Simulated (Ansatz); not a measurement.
Clusters of 4 atoms, capped: PBE0-D4/def2-TZVP single points in Ansatz on relaxed structures, gas phase. Each cluster is the lowest isomer that a short search found in that spin, judged at the geometry's level, and lower ones may exist. Core potentials for Pt, no spin–orbit coupling. HOMO and LUMO are taken over both spins. Binding counts from free atoms in the multiplicity of their measured ground term, without zero-point energy. Singlets are spin-restricted. The spins of the ions were chosen, not always searched. A dash marks a value that wasn't run or was left out as unsound. The structures are stationary points that may keep the symmetry of their start. Remarks come from the PBE and PBE0 runs and from stability tests at other levels; not every state was tested. HOMO above LUMO (over both spins in singlets and doublets, within one spin in higher multiplets; at PBE or PBE0), or a gap under 0.15 eV within one spin, warns that the state may not be the lowest or that an electron is smeared out.

```json
{"species": "Ga2H2⁺", "atoms": "4", "state": "doublet", "geometry": "PBE-D4/def2-TZVP", "HOMO (eV)": "-11.13", "LUMO (eV)": "-8.51", "gap (eV)": "2.62", "vertical IE (eV)": "–", "binding per atom (eV)": "–", "lowest of the spins relaxed": "doublet, of doublet/quartet", "point group (within 0.1 Å)": "C2h", "remarks": "–"}
{"species": "C2H2", "atoms": "4", "state": "singlet", "geometry": "PBE-D4/def2-TZVP", "HOMO (eV)": "-8.38", "LUMO (eV)": "0.80", "gap (eV)": "9.18", "vertical IE (eV)": "11.24", "binding per atom (eV)": "4.38", "lowest of the spins relaxed": "singlet, of singlet/triplet/quintet", "point group (within 0.1 Å)": "D∞h", "remarks": "–"}
{"species": "Ge3H", "atoms": "4", "state": "doublet; oxidised ion triplet", "geometry": "PBE0-D4/def2-SVP", "HOMO (eV)": "-6.34", "LUMO (eV)": "-3.96", "gap (eV)": "2.38", "vertical IE (eV)": "8.17", "binding per atom (eV)": "2.35", "lowest of the spins relaxed": "doublet, of doublet/quartet", "point group (within 0.1 Å)": "C2v", "remarks": "–"}
{"species": "Cu3H", "atoms": "4", "state": "singlet", "geometry": "PBE-D4/def2-TZVP", "HOMO (eV)": "-5.75", "LUMO (eV)": "-2.80", "gap (eV)": "2.95", "vertical IE (eV)": "7.57", "binding per atom (eV)": "1.39", "lowest of the spins relaxed": "singlet, of singlet/triplet/quintet", "point group (within 0.1 Å)": "Cs", "remarks": "–"}
{"species": "Ge2H2", "atoms": "4", "state": "singlet", "geometry": "r2SCAN-D4/def2-TZVP", "HOMO (eV)": "-5.73", "LUMO (eV)": "-1.87", "gap (eV)": "3.86", "vertical IE (eV)": "7.78", "binding per atom (eV)": "2.26", "lowest of the spins relaxed": "singlet, of singlet/triplet/quintet", "point group (within 0.1 Å)": "C2v", "remarks": "gap within one spin near zero at PBE or PBE0 (triplet)"}
{"species": "Pt2H2", "atoms": "4", "state": "singlet", "geometry": "PBE0-D4/def2-TZVP", "HOMO (eV)": "-6.40", "LUMO (eV)": "-3.30", "gap (eV)": "3.09", "vertical IE (eV)": "8.51", "binding per atom (eV)": "2.29", "lowest of the spins relaxed": "singlet, of singlet/triplet/quintet", "point group (within 0.1 Å)": "C2", "remarks": "–"}
```

The gap (eV) runs from 2.38 (Ge3H) to 9.18 (C2H2). The vertical IE (eV) runs from 7.57 (Cu3H) to 11.24 (C2H2).
